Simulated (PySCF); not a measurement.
Job file and geometry (Å, from GFN2-xTB) of an NMR shielding run on `C1=C[C@@H]([AlH][O]C)C1`, C₅H₉AlO, GIAO PBE0/pcSseg-1 NMR shielding, non-relativistic, gas phase in PySCF; density fitting, a coarse starting grid and PySCF grid level 2 are the driver's defaults:

```
$ OMP_NUM_THREADS=1 python probes_run.py task.json out

{"job": {"kind": "nmr", "xc": "PBE0", "basis": "pcSseg-1"}, "charge": 0, "multiplicity": 1}
C      3.558753    -0.121048     0.375571
O      2.187601    -0.118553     0.094052
Al     0.586666    -0.101990    -0.282918
C     -0.992136    -0.204753     0.953375
C     -2.054999    -1.038569     0.296101
C     -2.810991     0.001366    -0.054403
C     -1.920229     1.008085     0.599038
H      4.012631     0.806941     0.020683
H      3.719681    -0.206588     1.452244
H      4.039329    -0.964805    -0.124666
H      0.237777     0.047010    -1.766551
H     -0.870492    -0.382180     2.027959
H     -2.149386    -2.103668     0.163419
H     -3.723686     0.118573    -0.612282
H     -2.346420     1.519910     1.460358
H     -1.481700     1.749213    -0.078425
```

Question: Write the output of this run.

Answer: 
```
coarse grid: 13720 points
cycle   1  E = -512.9120062709  dE =  8.644e-01  |g| = 7.925e-01  |ddm| = 3.575e+00
cycle   2  E = -512.6726742268  dE =  2.393e-01  |g| = 1.355e+00  |ddm| = 1.563e+00
cycle   3  E = -513.0332217806  dE = -3.605e-01  |g| = 1.426e-01  |ddm| = 1.091e+00
cycle   4  E = -513.0367790648  dE = -3.557e-03  |g| = 6.581e-02  |ddm| = 1.700e-01
cycle   5  E = -513.0378481310  dE = -1.069e-03  |g| = 8.187e-03  |ddm| = 6.456e-02
cycle   6  E = -513.0378603525  dE = -1.222e-05  |g| = 3.469e-03  |ddm| = 9.630e-03
cycle   7  E = -513.0378632272  dE = -2.875e-06  |g| = 8.615e-04  |ddm| = 3.576e-03
final grid: 127488 points
cycle   8  E = -513.0909801548  dE = -1.943e-05  |g| = 1.184e-02  |ddm| = 3.106e-02
cycle   9  E = -513.0909470116  dE =  3.314e-05  |g| = 1.771e-02  |ddm| = 2.024e-02
cycle  10  E = -513.0910089179  dE = -6.191e-05  |g| = 1.662e-03  |ddm| = 1.233e-02
cycle  11  E = -513.0910095157  dE = -5.978e-07  |g| = 2.048e-04  |ddm| = 1.346e-03
cycle  12  E = -513.0910095237  dE = -7.965e-09  |g| = 7.005e-05  |ddm| = 2.492e-04
cycle  13  E = -513.0910095246  dE = -9.725e-10  |g| = 2.854e-05  |ddm| = 7.815e-05
converged SCF energy = -513.0910095246

GIAO shielding tensors (ppm)
atom      isotropic    diamagn.    paramagn.     s11        s22        s33       span
  0 C      130.017     237.812    -107.795    101.514    104.651    183.886     82.372
  1 O      283.958     404.045    -120.087    235.347    262.247    354.279    118.932
  2 Al     410.829     797.222    -386.393    372.522    381.573    478.391    105.869
  3 C      151.384     248.716     -97.332    131.135    153.804    169.213     38.078
  4 C       39.507     253.374    -213.867    -65.744     38.431    145.835    211.579
  5 C       45.805     256.336    -210.532    -56.609     48.096    145.926    202.535
  6 C      154.900     250.051     -95.151    139.795    153.326    171.579     31.784
  7 H       27.327      27.040       0.287     22.998     25.181     33.802     10.804
  8 H       27.305      27.545      -0.240     22.940     25.288     33.686     10.746
  9 H       27.336      26.798       0.538     23.051     25.128     33.830     10.778
 10 H       27.950      30.745      -2.795     23.996     26.393     33.462      9.467
 11 H       29.275      31.461      -2.186     25.850     27.682     34.293      8.443
 12 H       25.436      31.591      -6.155     23.888     25.614     26.806      2.918
 13 H       25.600      31.517      -5.917     24.062     24.749     27.990      3.928
 14 H       28.782      29.479      -0.697     25.791     26.409     34.147      8.356
 15 H       29.305      30.933      -1.629     25.441     29.072     33.400      7.959
```

Size and cost of the density-fitted run: 171 basis functions, 30 s wall time on 1 thread of an Arm Neoverse V2, shared host; peak memory 0.76 GiB.
